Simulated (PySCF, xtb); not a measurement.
C4H4OSe, SMILES [SeH]c1cocc1.

Geometry optimised at PBE-D3(BJ)/def2-SVP. One conformer was computed; it need not be the lowest.

These are C-PCM-PBE0/def2-SVP (PySCF) values and carry that method's errors.

The values are the electrostatic part of the solvation free energy, E(continuum) − E(gas) at the gas-phase geometry, in a cavity of scaled van der Waals radii (PySCF's table); cavitation and dispersion terms are not included. In vacuum the orbital gap is 6.51 eV. The dipole moment in vacuum is 1.00 D.

```tsv
solvent	ε	ΔG(elec) (kcal/mol)	dipole (D)	gap (eV)
water	78.36	-3.8	1.34	6.61
dichloromethane	8.93	-3.4	1.29	6.60
dimethylsulfoxide	46.83	-3.8	1.33	6.60
```

For comparison, GFN2-xTB/ALPB(water) (xtb, at the GFN2-xTB geometry, all terms of that model) gives -1.6 kcal/mol.
